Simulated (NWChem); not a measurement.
GeH₂SO, singlet; SMILES [SH][Ge][OH]

```xyz
5

Ge    -0.4421    -0.5514     0.0000
O      1.1604    -1.3295     0.0000
H      1.9365    -0.7554     0.0000
S      0.2670     1.6048     0.0000
H     -0.9852     2.1116     0.0000
```
Atoms are numbered in this order, from 1.

Program: NWChem. Low-valent species are run as closed-shell singlets; no triplet was tried in these runs. Coordinates come from a PBE0/def2-SVP optimisation. Level: PBE0/def2-SVPD; rows give the wavelength of the field.

| field | isotropic polarisability (bohr³) | anisotropy (bohr³) |
|---|---|---|
| static | 60.4 | 28.2 |
| 1065 nm | 61.4 | 29.0 |
| 589 nm | … | … |

### Question
Some entries are withheld; supply them.

### Answer

- 589 nm, isotropic polarisability (bohr³): 63.9
- 589 nm, anisotropy (bohr³): 31.1
